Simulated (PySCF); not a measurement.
Computed shifts of a molecule H8N2Si2, PBE0/pcSseg-1 (PySCF), GIAO, gas phase, equivalent atoms averaged, in ppm (number of nuclei): ²⁹Si: -45.8 (1), -58.4 (1). ¹⁵N: -1.8 (1), -3.1 (1). ¹H: 5.22 (1), 5.18 (1), 5.13 (1), 4.97 (1), 1.12 (1), 0.31 (1), 0.13 (1), -0.43 (1). References: ²⁹Si against TMS (σ = 352.7 ppm); ¹⁵N against NH3 (σ = 267.4 ppm); ¹H against TMS (σ = 31.56 ppm), references at their B3LYP-D3(BJ)/def2-TZVP geometries, non-relativistic. Geometry: PBE0-D3(BJ)/def2-SVP. One conformer was computed; it need not be the lowest.

Problem. Identify the compound among the candidates.
A) N[SiH2]N[SiH3]
B) N[SiH](N)[SiH3]
C) N[SiH2][SiH2]N

Solution. C, N[SiH2][SiH2]N
